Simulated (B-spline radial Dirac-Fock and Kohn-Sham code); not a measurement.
# Satellites and hypersatellites of the K lines of Pm²⁺

System: promethium as Pm²⁺, [Xe] 4f5.

Level of theory: ΔSCF Dirac-Fock with Breit, self-energy and vacuum polarisation, finite nucleus, configuration average; a radial B-spline solver. Each two-hole energy is an average over J within one jj subconfiguration, not an observable level; in light atoms, where LS coupling holds, the j-resolved values are not observed lines, and for a K spectator the Kα1 hypersatellite is nearly forbidden. Electron correlation is not included.

Lines without a spectator: Kα2 (K-L2) 38169.3 eV, Kα1 (K-L3) 38722.9 eV, Kβ3 (K-M2) 43709.2 eV, Kβ1 (K-M3) 43822.5 eV. Shifts in eV with one spectator hole (a dash: not computed, or left out as unreliable):

```tsv
spectator hole	Kα2	Kα1	Kβ3	Kβ1
K (1s)	+745.5	+782.2	+958.4	+966.6
L2 (2p1/2)	+88.2	+114.2	–	+231.4
L3 (2p3/2)	+77.5	+80.6	+191.9	–
M2 (3p1/2)	–	+15.80	+33.5	+39.9
M3 (3p3/2)	+10.27	–	+31.7	+31.4
M4 (3d3/2)	+2.95	-0.30	–	–
M5 (3d5/2)	-1.30	+1.54	–	–
```
